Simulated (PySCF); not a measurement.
# 29Si chemical shifts

All values are calculated (PySCF 2.14): σ from GIAO-PBE0/pcSseg-1, coordinates at the GFN2-xTB level. Equivalent nuclei averaged, non-relativistic Hamiltonian, in vacuum, a single conformation.

Shieldings were converted by a linear fit to measured shifts: 29Si (scatter 8.9 ppm rms, 25.8 ppm with the 6 outliers that the fit left out vs TMS, solution or neat liquid). Occasional misses reach two or three times the rms, and more in compound classes unlike the fitted ones.

Q: Give the 29Si shifts of `CCC1=C[SiH2][SiH2]C=CO1`, `O=CC1=CC(CO[SiH3])=CC1`, `CC(=O)C1=C(CC=O)C[SiH2]1`, `O=C1CC(/C([SiH3])=C/[SiH3])C1`.

A: 
| compound | environment | δ (ppm) |
| --- | --- | --- |
| [CH3:1][CH2:2][C:3]1=[CH:4][SiH2:5][SiH2:6][CH:7]=[CH:8][O:9]1 | Si6: silicon bonded to C, Si, 2 H, in a 7-membered ring | -80.2 |
| [CH3:1][CH2:2][C:3]1=[CH:4][SiH2:5][SiH2:6][CH:7]=[CH:8][O:9]1 | Si5: silicon bonded to C, Si, 2 H, in a 7-membered ring | -80.6 |
| O=CC1=CC(CO[SiH3])=CC1 | silicon bonded to O, 3 H | -35.9 |
| CC(=O)C1=C(CC=O)C[SiH2]1 | silicon bonded to 2 C, 2 H, in a 4-membered ring | -50.0 |
| [O:1]=[C:2]1[CH2:3][CH:4](/[C:5]([SiH3:6])=[CH:7]/[SiH3:8])[CH2:9]1 | Si6: silicon bonded to C, 3 H | -75.9 |
| [O:1]=[C:2]1[CH2:3][CH:4](/[C:5]([SiH3:6])=[CH:7]/[SiH3:8])[CH2:9]1 | Si8: silicon bonded to C, 3 H | -77.1 |

Q: Order these by 29Si shift, lowest first.
A. CC#C[Si@@]1(C)C[C@H]1C(=O)O
B. C=CC#CC(=O)[C@@H]([SiH3])OC
C. O=C(O)C1([C@H]2C=C[SiH2]2)CC1

A: A (-88.7 ppm, silicon bonded to 4 C, in a 3-membered ring), B (-56.0 ppm, silicon bonded to C, 3 H), C (-40.9 ppm, silicon bonded to 2 C, 2 H, in a 4-membered ring).
